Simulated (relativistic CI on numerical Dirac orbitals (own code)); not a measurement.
## Er4+: N4,5 absorption edge

Computed with this model: Dirac-Coulomb-Breit CI, separate exchange-only KLI orbitals for each configuration, a model potential for QED, valence Slater integrals scaled by 0.8, multiplet model of core-to-valence dipole absorption; configurations [Xe] 4f10 → [Kr] 4d9 4f11 5s2 5p6; 300 K; Lorentzian 0.5 eV and Gaussian 0.2 eV FWHM. Energies are those of the free ion, without screening or charge transfer. The branching ratio is the share of the lower-energy edge in the whole absorption, uncertain by about 0.02 where the edges overlap. S is read from ⟨S²⟩ = S(S + 1).

Computed curve for free ion, scaled to 100 at the maximum (points under 2 are left out and the grid is thinned):

```
Energy (eV)  Intensity
      165.7        2.4
      166.2       11.4
      166.7        6.3
      167.2       11.1
      167.6        5.5
      168.1        2.2
      168.9        2.2
      169.4        4.7
      169.9        8.5
      170.4        2.5
      170.9        3.3
      171.4        3.3
      171.8        2.2
      172.3        3.0
      172.8        4.6
      173.3        6.8
      173.8        6.5
      174.3       17.2
      174.8       60.9
      175.3       34.7
      175.7       14.7
      176.2       11.0
      176.7       17.0
      177.2       17.0
      177.7       36.2
      178.2       13.4
      178.7        8.9
      179.2       10.4
      179.6       12.5
      180.1        4.4
      180.6        3.5
      181.1        4.8
      181.6       10.3
      182.1       42.4
      182.6       82.2
      183.1       16.6
      183.5       11.1
      184.0        8.9
      184.5        4.3
      185.0        2.0
```

The ground state has S = 1.93, and the centroid lies at 177.57 eV.
